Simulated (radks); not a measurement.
Values are calculated unless marked as measured or tabulated.
How relativity changes the ionisation of the barium ion Ba+ ([Xe] 6s1) to Ba2+ ([Xe]). Spin-unpolarised spherical Kohn-Sham, PBEsol, point nucleus unless stated (finite: rms radius 4.8378 fm), a radial shooting solver on a logarithmic mesh with Libxc functionals. A level marked "c x" has the speed of light scaled by that factor.

level                        E(Ba+) (hartree)  E(Ba2+) (hartree)  IE (eV)   HOMO  <r> HOMO (bohr)
non-rel.                           -7882.5985         -7882.2475    9.552     6s            4.465
scalar-rel.                        -8132.1642         -8131.8006    9.894     6s            4.315
scalar-rel., finite nucleus        -8131.8308         -8131.4673    9.894     6s            4.315
Dirac                              -8135.9228         -8135.5593    9.891  6s1/2            4.317
Dirac, finite nucleus              -8135.5881         -8135.2246    9.891  6s1/2            4.317
Dirac, c x 2                       -7942.0145         -7941.6606    9.630  6s1/2            4.430
Dirac, c x 10                      -7884.9303         -7884.5791    9.555  6s1/2            4.464
Dirac, c x 100                     -7882.6218         -7882.2708    9.552  6s1/2            4.465

NIST Atomic Spectra Database: 10.004 eV (measured). The relativistic part of the total energy of Ba+ is -253 hartree (Dirac, finite nucleus), 3.2 % of the non-relativistic value. Spin polarisation and multiplet splitting of open shells are left out at every level.

Beside tabulated values, note that relativity, absent from the non-relativistic runs, is large for the heavy elements, and spin-unpolarised runs miss the spin-polarisation part of the exchange energy of open shells.
